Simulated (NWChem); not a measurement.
Species: GeH3SeCl; SMILES Cl[Se][GeH3]

Program: NWChem. The geometry was optimised at PBE0/def2-SVP.

Task: What does the run give for Hartree-Fock/def2-SVP? Quantities: highest occupied level (eV); orbital gap (eV); dipole (D).

Result: 
| Item | Result |
|---|---|
| highest occupied level (eV) | -9.57 |
| orbital gap (eV) | 11.10 |
| dipole (D) | 2.51 |
